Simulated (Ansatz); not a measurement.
Start from `FB(F)c1ccccc1` and change one atom or group to get `C[O][Zr]([OH])([Cl])[c]1ccccc1`.

Ansatz, PBE0-D4/def2-TZVP geometries, multiplicity 1. Each molecule was computed in one conformer, which needn't be the lowest.

Elements past krypton have def2 core potentials.

| property | `FB(F)c1ccccc1` |
| --- | --- |
| HOMO energy (ωB97M-V/def2-TZVPP) / eV | -9.77 |
| HOMO–LUMO gap (PBE/def2-TZVPP) / eV | 4.39 |
| size of the dipole moment (PBE/def2-TZVPP) / D | 2.32 |
| HOMO–LUMO gap (B3LYP/def2-TZVPP) / eV | 5.82 |
| LUMO energy (PBE0/def2-TZVPP) / eV | -1.46 |
| LUMO energy (B3LYP/def2-TZVPP) / eV | -1.64 |

Problem. What does the change do to each property? (Best estimate.)

Solution. Ansatz gave: 
| property | `C[O][Zr]([OH])([Cl])[c]1ccccc1` | shift |
| --- | --- | --- |
| HOMO energy (ωB97M-V/def2-TZVPP) / eV | -9.23 | 0.54 |
| HOMO–LUMO gap (PBE/def2-TZVPP) / eV | 3.96 | -0.43 |
| size of the dipole moment (PBE/def2-TZVPP) / D | 3.38 | 1.06 |
| HOMO–LUMO gap (B3LYP/def2-TZVPP) / eV | 5.45 | -0.37 |
| LUMO energy (PBE0/def2-TZVPP) / eV | -1.34 | 0.12 |
| LUMO energy (B3LYP/def2-TZVPP) / eV | -1.52 | 0.12 |

With PBE0 the HOMO rises by 0.49 eV and the LUMO rises by 0.12 eV, so the gap narrows by about 0.37 eV. PBE moves the HOMO by 0.61 eV and ωB97M-V by 0.54 eV. Dipoles are sizes alone; their direction can turn.

B3LYP here is the variant with VWN-RPA as its local correlation; programs differ in this.
